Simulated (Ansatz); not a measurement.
System: C$_{2}$H$_{2}$F$_{2}$, charge 0, singlet. C2H2F2 (SMILES C(F)(=C)F).
B3LYP-D3(BJ)/def2-TZVP minimum from Ansatz (an electronic-structure program):
```
C
C 1 1.3156
F 1 1.3225 2 125.22
F 1 1.3225 2 125.22 3 -180.00
H 2 1.0775 1 119.81 3 0.00
H 2 1.0775 5 120.39 1 180.00
```

Total energies in cc-pVDZ, 24 correlated electrons, 4 frozen orbitals. UHF or UKS for unpaired electrons; spin-orbit terms are left out. Correlated methods leave the cores frozen. No relativity.

| method | program | energy (Eh) | minus CCSDT(Q) (mEh) |
|---|---|---|---|
| HF | Ansatz | -275.75758 | 672.96 |
| MP2 | Ansatz | -276.38949 | 41.05 |
| CCSD | Ansatz | -276.41169 | 18.85 |
| CCSD(T) | Ansatz | -276.42828 | 2.26 |
| CCSDT(Q) | Ansatz | -276.43054 | 0.00 |

Rough core times of Ansatz's runs on a shared machine: CCSD(T) under 20 s, CCSDT(Q) 4 min.
